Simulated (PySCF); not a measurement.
# Excited states of Se(6+) (selenium, charge +6)

Ground state [Ar] 3d10, ¹S. Calculation: PySCF 2.14, in aug-cc-pVDZ-PP with two added diffuse shells each of s, p, d type with ECP10MDF (7s6p5d, 50 functions); scalar relativity through the core potential. Vertical excitation energies in eV without spin-orbit coupling; excited terms of each kind are numbered among those the solver found. Frozen: 3s2 3p6.

| term | leading excitation | EOM-EE-CCSD |
| --- | --- | --- |
| 1 3D | 3d → s | 57.018 |
| 1 1D | 3d → s | 57.835 |
| 1 3P° | 3d → p | 72.899 |
| 1 3F° | 3d → p | 73.479 |
| 1 1F° | 3d → p | 73.926 |
| 1 3D° | 3d → p | 74.509 |
| 1 1D° | 3d → p | 74.517 |
| 1 1P° | 3d → p | 74.784 |
| 1 3G | 3d → d | 98.074 |
| 1 1G | 3d → d | 98.192 |
| 2 3D | 3d → d | 98.323 |

The solver can miss terms.
